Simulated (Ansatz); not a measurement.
Cost and result for the atomization energy of C$_{2}$H$_{7}$GeN (`C=N[CH2][GeH3]`) (11 atoms, 10 bonds).

Cartesian coordinates in Å:
```
C 0.893 0.967 1.548
N 1.107 0.250 0.535
C 0.266 0.414 -0.612
Ge -0.872 -1.188 -0.815
H 1.510 0.834 2.435
H 0.105 1.733 1.588
H 0.886 0.469 -1.510
H -0.375 1.307 -0.569
H -1.771 -1.319 0.426
H 0.002 -2.442 -0.957
H -1.751 -1.024 -2.069
```

Total charge 0; spin multiplicity 1. Correlated methods include outer-core shells of Ge, which these sets cover unevenly. Scalar relativity is left out up to krypton. The geometry is a stationary point of PBE0-D4/def2-TZVP. It is one conformer, not always the lowest. Program: Ansatz. All runs use 4 threads of an Arm Neoverse V1 on a shared host. Times are those of one run each, without the atoms' runs, and a repeat can differ threefold. Electronic energies, without spin–orbit coupling; frozen cores. CCSD(T)/CBS adds CCSD(T) − MP2 in def2-TZVPP to the MP2 limit, and its time is that of the two runs behind it. T1 = 0.012. With those shells the extrapolation isn't a true limit. B3LYP takes the VWN-RPA correlation (the form of Gaussian; ORCA's B3LYP/G).

CCSD(T)/CBS is a level of theory with its own doubt, some kJ/mol a heavy atom from the limit and from the frozen cores, so smaller differences don't rank the functionals.

```json
{"level": "PBE-D4/def2-TZVPP (with forces)", "functions": "239", "wall time": "2.3 s", "atomization (kJ/mol)": "3874.2", "difference from CCSD(T)/CBS": "67.4", "per bond": "6.7"}
{"level": "PBE0-D4/def2-TZVPP", "functions": "239", "wall time": "2.9 s", "atomization (kJ/mol)": "3805.3", "difference from CCSD(T)/CBS": "-1.5", "per bond": "-0.2"}
{"level": "B3LYP-D4/def2-TZVPP (with forces)", "functions": "239", "wall time": "4.4 s", "atomization (kJ/mol)": "3812.2", "difference from CCSD(T)/CBS": "5.4", "per bond": "0.5"}
{"level": "r2SCAN-D4/def2-TZVPP (with forces)", "functions": "239", "wall time": "4.8 s", "atomization (kJ/mol)": "3801.0", "difference from CCSD(T)/CBS": "-5.8", "per bond": "-0.6"}
{"level": "B2PLYP/def2-TZVPP", "functions": "239", "wall time": "5.5 s", "atomization (kJ/mol)": "3766.9", "difference from CCSD(T)/CBS": "-39.9", "per bond": "-4.0"}
{"level": "ωB97X-V/def2-TZVPP", "functions": "239", "wall time": "7.5 s", "atomization (kJ/mol)": "3820.1", "difference from CCSD(T)/CBS": "13.3", "per bond": "1.3"}
{"level": "ωB97M-V/def2-TZVPP (with forces)", "functions": "239", "wall time": "11 s", "atomization (kJ/mol)": "3803.1", "difference from CCSD(T)/CBS": "-3.7", "per bond": "-0.4"}
{"level": "MP2/def2-QZVPP", "functions": "470", "wall time": "34 s", "atomization (kJ/mol)": "3788.9", "difference from CCSD(T)/CBS": "-17.9", "per bond": "-1.8"}
{"level": "CCSD(T)/def2-TZVPP", "functions": "239", "wall time": "2.7 min", "atomization (kJ/mol)": "3719.4", "difference from CCSD(T)/CBS": "-87.4", "per bond": "-8.7"}
{"level": "CCSD(T)/CBS(def2)", "functions": "–", "wall time": "3.3 min", "atomization (kJ/mol)": "3806.8", "difference from CCSD(T)/CBS": "0.0", "per bond": "0.0"}
```

In def2-TZVPP, CCSD(T) changes the Hartree–Fock value by +1017.1 kJ/mol (the triples alone add +57.7 kJ/mol) and MP2 by +1035.3 kJ/mol; breaking electron pairs costs correlation energy, which Hartree–Fock lacks. From PBE to PBE0 (25 % exact exchange), in def2-TZVPP and without D4, the atomization energy moves by −65.8 kJ/mol: exact exchange takes away binding that semilocal exchange gives to molecules. The D4 term adds +31.6 kJ/mol with B3LYP and +16.6 kJ/mol with PBE0; it sums over pairs of atoms, weighted by their polarisabilities, and B3LYP, whose exchange is more repulsive, gets the larger term.
